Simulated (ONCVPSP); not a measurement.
## Logarithmic derivatives: F (Z = 9), ONCV

| Property | Result |
| --- | --- |
| Element | F (Z = 9) |
| Generator | ONCVPSP 4.0.1 |
| Type | optimised norm-conserving Vanderbilt (ONCV) |
| Functional | PBE |
| Relativity | non-relativistic |
| Frozen core | [He] |
| Valence charge | 7 |
| Reference configuration | 2s2 2p3.5 (charge +1.5) |
| Partial waves | 2s: rc 0.80 bohr, ncon 3, nbas 6, qcut 10.4 1/bohr, 2 projectors, debl 4 Ha; 2p: rc 0.80 bohr, ncon 4, nbas 8, qcut 13.9 1/bohr, local |
| Local potential | the p channel |
| Core correction | none |

The phase is arctan(r·R′/R) of the radial function R(r), unwrapped; energies in Ha, scanned from -4 to 5 Ha. A pole is an energy at which the radial function vanishes at the test radius. The pseudo phase is shifted by a multiple of π to meet the all-electron one at the reference energy, and phase errors are pseudo minus all-electron; the curves can meet again beyond the range given. Levels narrower than the energy grid can be missing from the lists of poles.

```
channel  radius (bohr)  reference energy (Ha)  poles, all-electron  poles, pseudo  unbroken range about the reference energy with phases within 0.05 rad  phase error 1 Ha above the reference energy (rad)
      s           0.81                  -2.10                 none           none                                                        the whole range                                             +0.000
      p           0.81                  -1.41                 3.37           3.56                                                        the whole range                                             +0.001
```

Phases in the s channel:

```csv
E (Ha),all-electron,pseudo
-3.98,-0.240,-0.240
-3.74,-0.341,-0.341
-3.50,-0.438,-0.438
-3.26,-0.530,-0.530
-3.02,-0.617,-0.617
-2.78,-0.698,-0.698
-2.54,-0.772,-0.771
-2.30,-0.839,-0.839
-2.06,-0.900,-0.900
-1.82,-0.956,-0.956
-1.58,-1.006,-1.006
-1.34,-1.052,-1.052
-1.10,-1.094,-1.094
-0.86,-1.132,-1.132
-0.62,-1.167,-1.167
-0.38,-1.198,-1.198
-0.14,-1.228,-1.228
0.10,-1.254,-1.254
0.34,-1.279,-1.279
0.58,-1.302,-1.302
0.82,-1.323,-1.323
1.06,-1.343,-1.343
1.30,-1.362,-1.362
1.54,-1.379,-1.379
1.78,-1.396,-1.396
2.02,-1.411,-1.411
2.26,-1.426,-1.426
2.50,-1.440,-1.440
2.74,-1.453,-1.453
2.98,-1.466,-1.466
3.22,-1.478,-1.478
3.46,-1.490,-1.490
3.70,-1.501,-1.501
3.94,-1.512,-1.512
4.18,-1.522,-1.522
4.42,-1.532,-1.532
4.66,-1.542,-1.542
4.90,-1.551,-1.552
```
